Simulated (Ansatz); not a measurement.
Consider the substitution at a C–O bond: `Cc1ccc(O)cc1` + `CNC` → `Cc1ccc(N(C)C)cc1` + H₂O.

Gas-phase electronic energies from Ansatz, PBE0-D4/def2-TZVP geometries. CCSD(T)/CBS is the MP2 limit (def2-TZVPP, def2-QZVPP) plus CCSD(T) − MP2 in def2-TZVPP, frozen cores. This one scheme is used for every species. Functionals use def2-TZVPP. B3LYP here is the variant with VWN-RPA as its local correlation; programs differ in this. One conformer a species, not always the lowest.

(1) Is it downhill or uphill in electronic energy at CCSD(T)/CBS, and by how much? (An estimate is asked.)

(2) What do these levels give: revPBE-D4, BLYP-D4, PBE-QIDH, B3LYP, r2SCANh, BHLYP, HF/def2-SVP, CCSD/def2-SVP, SCS-MP2/def2-TZVPP, CCSD(T)/def2-TZVPP, MP2/CBS(def2), CCSD/CBS(def2)? (Estimate.)

Largest T1 diagnostic among the species: 0.011.

Results:

(1) Ansatz gave: Downhill: ΔE = -0.31 eV.

(2) The calculation gave: revPBE-D4 -0.32, BLYP-D4 -0.26, PBE-QIDH -0.28, B3LYP -0.09, r2SCANh -0.19, BHLYP -0.10, HF/def2-SVP 0.04, CCSD/def2-SVP -0.18, SCS-MP2/def2-TZVPP -0.29, CCSD(T)/def2-TZVPP -0.28, MP2/CBS(def2) -0.43, CCSD/CBS(def2) -0.26 eV.

From BLYP to BHLYP (50 % exact exchange), in def2-TZVPP and without D4, ΔE moves by −0.05 eV. The D4 term adds −0.17 eV with B3LYP and −0.10 eV with PBE0; it sums over pairs of atoms, weighted by their polarisabilities, and B3LYP, whose exchange is more repulsive, gets the larger term. Leaving LDA and LC-ωPBE aside and taking each functional with its dispersion term where it has one, the values, not all of them listed here, spread over 0.14 eV, from revPBE-D4 to B97M-V. LDA lies −0.20 eV from PBE without D4.
